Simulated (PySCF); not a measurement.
## Zr(OH)₃ → ZrO(OH) + H₂O

Level: PBE0 in the def2-TZVP basis family, computed in PySCF with density fitting; scalar-relativistic core potentials for atoms from Rb on, none lighter, no spin–orbit coupling; open shells unrestricted.

| species | state and structure | E (Eh) | ZPE (kJ/mol) | H(298 K) − H(0) (kJ/mol) | S° (J/(mol K)) |
| --- | --- | --- | --- | --- | --- |
| Zr(OH)₃ | doublet, C3h, O–H 0.952 Å (×3), Zr–O 1.927 Å (×3); H–O–Zr 173.9° (×3), O–Zr–O 120.0° (×3) | -274.54489 | 97.1 | 23.3 | 360.4 |
| ZrO(OH) | doublet, Cs, O–H 0.958 Å, Zr–O 1.732 Å, Zr–O 1.933 Å; H–O–Zr 131.7°, O–Zr–O 108.0° | -198.06463 | 40.7 | 12.9 | 290.3 |
| H₂O | singlet, C2v, O–H 0.960 Å (×2); H–O–H 105.1° | -76.37736 | 56.5 | 9.9 | 188.7 |

(1) What is the electronic reaction energy?

(2) Add zero-point, thermal and entropy terms for 298.15 K and 1 bar.

Answers

(1) At PBE0/def2-TZVP, ΔE = 270.2 kJ/mol from the differences of the total energies times 2625.5, uphill. 

(2) ΔZPE = 0.1 and Δ[H(298) − H(0)] = -0.5 kJ/mol give ΔH° = 269.8 kJ/mol. ΔS° = 118.6 J/(mol K), so ΔG° = 269.8 − 298.15 × (0.1186) = 234 kJ/mol. ΔG° would change sign near 2270 K if ΔH° and ΔS° stayed fixed.

Open d or f shells are single determinants, so the state found may not be the ground state. Each species is the lowest minimum found with this bonding; other isomers or fragments can lie lower.
